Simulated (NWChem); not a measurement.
System: GaNH$_{3}$F; SMILES [GaH]([F])[NH2]

```xyz
6

Ga    -0.3360    -0.0221     0.0005
H     -1.8881    -0.1323    -0.0399
F      0.6270    -1.4988    -0.0030
N      0.6721     1.4901    -0.0258
H      1.6745     1.4647     0.1090
H      0.2813     2.4109     0.1220
```
Atoms are numbered in this order, from 1.

All runs: NWChem. Medium grid unless said otherwise, to which SCAN and Minnesota functionals are sensitive. Coordinates come from a B3LYP/6-31G* (spherical d) optimisation. B3LYP is NWChem's, with the RPA form of VWN correlation. Total energies of different functionals are on different scales.

```json
[
 {"level": "B3LYP/def2-SVP", "energy (Ha)": "-2080.9906", "highest occupied level (eV)": "-7.26", "orbital gap (eV)": "6.65", "dipole (D)": "2.76"},
 {"level": "PBE/def2-SVP", "energy (Ha)": "-2080.4824", "highest occupied level (eV)": "-6.09", "orbital gap (eV)": "4.99", "dipole (D)": "2.70"},
 {"level": "B3PW91/def2-SVP", "energy (Ha)": "-2080.9002", "highest occupied level (eV)": "-7.30", "orbital gap (eV)": "6.82", "dipole (D)": "2.77"},
 {"level": "OLYP/def2-SVP", "energy (Ha)": "-2081.4403", "highest occupied level (eV)": "-5.94", "orbital gap (eV)": "5.03", "dipole (D)": "2.67"},
 {"level": "B97-D/def2-SVP", "energy (Ha)": "-2081.8040", "highest occupied level (eV)": "-6.09", "orbital gap (eV)": "5.05", "dipole (D)": "2.71"},
 {"level": "N12/def2-SVP", "energy (Ha)": "-2081.8769", "highest occupied level (eV)": "-5.97", "orbital gap (eV)": "5.01", "dipole (D)": "2.79"},
 {"level": "MN15-L/def2-SVP", "energy (Ha)": "-2080.7654", "highest occupied level (eV)": "-6.66", "orbital gap (eV)": "5.77", "dipole (D)": "2.71"},
 {"level": "BHandHLYP/def2-SVP", "energy (Ha)": "-2080.8428", "highest occupied level (eV)": "-8.88", "orbital gap (eV)": "9.24", "dipole (D)": "2.85"},
 {"level": "r2SCAN0/def2-SVP", "energy (Ha)": "-2080.8118", "highest occupied level (eV)": "-7.77", "orbital gap (eV)": "7.61", "dipole (D)": "2.83"},
 {"level": "BLYP/def2-SVP", "energy (Ha)": "-2080.9763", "highest occupied level (eV)": "-5.94", "orbital gap (eV)": "4.90", "dipole (D)": "2.69"}
]
```
